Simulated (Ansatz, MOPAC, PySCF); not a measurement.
Noncovalent pair: CH4O (SMILES CO) (first 6 atoms) with CH2F2 (SMILES FCF); geometry from B3LYP-D3(BJ)/def2-TZVP, rigid monomers moved along the line of their centres of mass till O2···H11 is 2.62 Å.
(charge 0, multiplicity 1):
```xyz
11

C      0.387    -0.581     0.425
O      0.263     0.755     0.909
H     -0.270    -0.764    -0.431
H      0.092    -1.238     1.240
H      1.418    -0.817     0.143
H      0.540     1.364     0.218
F      0.009    -1.108     4.211
C      0.270     0.210     4.474
F      1.411     0.276     5.221
H     -0.555     0.609     5.066
H      0.428     0.724     3.527
```

Interaction energies are E(AB) − E(A) − E(B) at the monomers' geometry in the complex; basis-set methods are counterpoise corrected. Rows marked so take none.

Rows in 3-21G carry no dispersion term and start afresh at each structure. The state that AM1, PM3 reach isn't checked.

Run with Ansatz (a program for electronic structure) with Gaussian orbitals; MOPAC for AM1, PM3 (differences of heats of formation); PySCF for 3-21G rows, the dispersion terms. Values without a source in brackets are computed.

### Question
One of these levels gives -5.40 kcal/mol for the interaction energy. Name it.
(A) HF/3-21G (no counterpoise)
(B) PM3
(C) AM1
(D) PBE-D3(BJ)/def2-TZVPPD

### Answer
A, HF/3-21G (no counterpoise). The others give -1.67 (AM1), -1.27 (PM3), -2.85 (PBE-D3(BJ)/def2-TZVPPD)
